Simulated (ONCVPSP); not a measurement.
**oxygen: one change to an ONCV potential, before and after**

ONCVPSP 4.0.1 input, shortened (lines: element, Z, core and valence counts, functional; n l f; lmax; l rc ep ncon nbas qcut; lloc lpopt rc5 dvloc0; l nproj debl; icmod fcfact rcfact), PBE, non-relativistic:

```
  O 8.00    1    2        4      upf
    1    0    2.00
    2    0    2.00
    2    1    3.00
    2
    0    0.85    0.00    3    7    9.60
    1    1.05    0.00    5    8   10.80
    2    1.00    0.13    4    7    9.70
    4    5    0.65   -1.00
    0    1    2.80
    1    2    0.60
    2    2    1.80
    0    0.00    0.00
```

In the p channel the program set the typed energies aside and used -0.899, 0.250 Ha.

Change: s: qcut 11.3; p: qcut 12.7; d: qcut 11.4.

Cutoffs: the cutoffs (Ha) at which the residual kinetic energy of the hardest occupied pseudo-wave falls to 1 and 0.1 mHa per electron; they do not see the model core or the augmentation charge, which bear on the density cutoff. Errors are all-electron minus pseudo energies relative to the spin-unpolarised reference configuration.

Predict the effect on cutoff, ghosts and configuration errors.

The potential gets neither clearly harder nor softer (52 Ha and 95 Ha → 59 Ha and 71 Ha); of the 4 tests that both files solve, the error grows in 0 and shrinks in 3 by more than 15 % and 0.3 meV (median size 96.2 → 79.8 meV); neither file shows a bound ghost.

```tsv
quantity	base	changed
cutoff, loose	52 Ha	59 Ha
cutoff, tight	95 Ha	71 Ha
loose cutoff by channel	s 38 Ha, p 52 Ha	s 44 Ha, p 59 Ha
bound ghosts	none	none
GHOST(+) flags under 300 eV	none	none
error for 2s2 2p4, meV [ΔE -16.44 eV]	+5.3	+4.1
error for 2s2 2p2, meV [ΔE 33.59 eV]	+23	+18
error for 2s2 2p1, meV [ΔE 87.47 eV]	+170	+141
error for 2s2 2p0, meV [ΔE 164.37 eV]	+707	+612
s: phases at 0.86 bohr within 0.05 rad from the reference energy up to (Ha; the scan ends near 5)	to the end of the scan	to the end of the scan
p: phases at 1.06 bohr within 0.05 rad from the reference energy up to (Ha; the scan ends near 5)	to the end of the scan	to the end of the scan
d: phases at 1.01 bohr within 0.05 rad from the reference energy up to (Ha; the scan ends near 5)	to the end of the scan	to the end of the scan
```
